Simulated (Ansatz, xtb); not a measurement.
**Relative energy of two isomers of FH5PSi2**

We compare I, `F[Si@H]([SiH3])[PH]`, a doublet, with II, `F[SiH2][P][SiH3]`, a doublet. Both are isolated molecules in the gas phase, relaxed with r2SCAN-D4/def2-SVP; each stands in its lowest conformer found.

I (Å):

```tsv
atom	x (Å)	y (Å)	z (Å)
F	0.7970	1.3036	-1.4658
P	1.7245	-1.3044	0.2093
Si	0.1584	-0.0540	-0.8091
Si	-1.4313	0.5785	0.8062
H	-0.4805	-0.8312	-1.9130
H	-2.4742	1.4681	0.2095
H	-2.0836	-0.6530	1.3467
H	-0.7478	1.3006	1.9215
H	2.4218	-0.1119	0.5958
```

II (Å):

```yaml
atoms:
  - { symbol: F, position_ang: [-1.5296, 3.0591, -0.8187] }
  - { symbol: P, position_ang: [-1.8228, -0.1066, -1.1308] }
  - { symbol: Si, position_ang: [-0.7494, 1.7054, -0.3642] }
  - { symbol: Si, position_ang: [-0.4604, -1.4672, 0.0588] }
  - { symbol: H, position_ang: [0.6286, 1.7563, -0.9349] }
  - { symbol: H, position_ang: [-0.6869, 1.6969, 1.1276] }
  - { symbol: H, position_ang: [-1.2077, -1.9294, 1.2681] }
  - { symbol: H, position_ang: [0.7942, -0.7837, 0.5114] }
  - { symbol: H, position_ang: [-0.0954, -2.6475, -0.7774] }
```

Q: Which of the two would you expect CCSD(T)/def2-SVP + ΔMP2/def2-TZVPP electronic energies to favour?

A: Structure II; the calculation gives E(II) − E(I) = −8.9 kcal/mol.

The same difference at several levels:

```
                             level            geometry  E(II) − E(I) (kcal/mol)  departure from the last row (kcal/mol)  job, with rough time for the two
                          GFN2-xTB            GFN2-xTB                     −16.4                                    −7.5              optimisation, 0.24 s
                         HF/STO-3G            GFN2-xTB                      −2.7                                    +6.2              single point, 0.44 s
      r2SCAN-D4/def2-SVP//GFN2-xTB            GFN2-xTB                      −7.1                                    +1.8               single point, 5.2 s
                r2SCAN-D4/def2-SVP  r2SCAN-D4/def2-SVP                      −6.7                                    +2.2             optimisation, 2.5 min
                       HF/def2-SVP  r2SCAN-D4/def2-SVP                      −7.1                                    +1.8           part of the CCSD(T) run
                      MP2/def2-SVP  r2SCAN-D4/def2-SVP                      −8.0                                    +0.9           part of the CCSD(T) run
                  CCSD(T)/def2-SVP  r2SCAN-D4/def2-SVP                      −6.7                                    +2.1                      single point
CCSD(T)/def2-SVP + ΔMP2/def2-TZVPP  r2SCAN-D4/def2-SVP                      −8.9                                                        single point, 24 s
```

As drawn, II has 1 P–Si, 1 Si–H in place of 1 Si–Si, 1 P–H.

The levels shown agree on the order. The largest departure from CCSD(T)/def2-SVP + ΔMP2/def2-TZVPP is that of GFN2-xTB, 7.5 kcal/mol. The last row adds to CCSD(T) the change of the MP2 difference between the two basis sets, here −2.1 kcal/mol.

With harmonic frequencies from r2SCAN-D4/def2-SVP (ideal gas, rigid rotor, one conformer each, 600 K, 1 atm): on the last row, ΔE + ΔZPE = −8.0 kcal/mol. A mode under 50 cm⁻¹ makes harmonic enthalpies and free energies unreliable, so none is given.

Open shells are spin-unrestricted. The correlated steps freeze 16 core orbitals. Codes used: Ansatz 0.2.0, xtb 6.7.1; the last row on 2 threads of Intel(R) Xeon(R) 6975P-C (Granite Rapids) on a shared host.
